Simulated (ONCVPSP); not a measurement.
# nickel (Ni), ONCV: configuration errors across variants

```json
{
 "Element": "nickel (Ni)",
 "Generator": "ONCVPSP 4.0.1",
 "Type": "optimised norm-conserving Vanderbilt (ONCV)",
 "Functional": "PW91",
 "Relativity": "scalar-relativistic",
 "Frozen core": "[Ne]",
 "Valence charge": "18",
 "Reference configuration": "3s2 3p6 3d8 4s1.5 (charge +0.5)",
 "Partial waves": "3s+4s: rc 1.10 bohr, ncon 5, nbas 9, qcut 9 1/bohr, 2 projectors; 3p: rc 1.15 bohr, ncon 4, nbas 7, qcut 11.2 1/bohr, 3 projectors, debl 2.7 Ha; 3d: rc 1.55 bohr, ncon 4, nbas 9, qcut 8.6 1/bohr, 3 projectors, debl 0.6 Ha",
 "Local potential": "polynomial inside 0.70 bohr (lpopt 1, dvloc0 0 Ha)",
 "Core correction": "Teter function, fcfact 2.25, rcfact 1.45"
}
```

In the p channel the program set the typed energies aside and used -2.786, 0.250, 2.950 Ha.

All-electron excitation energies from the reference (eV): (1) 3s2 3p6 3d8 4s2 -3.751; (2) 3s2 3p6 3d8 4s1 5.640; (3) 3s2 3p6 3d8 4s0 23.051; (4) 3s1 3p6 3d8 4s2 115.657.

2 further variants failed, have other tests or another functional or relativity, and are left out.

Errors AE − PS in meV (a dash: test not solved or not reliable):

| change | (1) | (2) | (3) | (4) | bound ghosts | GHOST(+) flags above zero |
| --- | --- | --- | --- | --- | --- | --- |
| base | +0.8 | +0.4 | +6.8 | -484 | none | d |
| d: nbas 7 | +0.8 | +0.3 | +6.4 | -460 | none | d |
| s: rc 0.82 | +0.9 | +0.5 | +7.9 | -376 | none | d |

(1) Give the same row for: core correction Teter function, fcfact 5.25, rcfact 1.55.

Answers

(1) +0.8, +0.4, +6.6, -495; bound ghosts: none; GHOST(+) flags above zero: d.
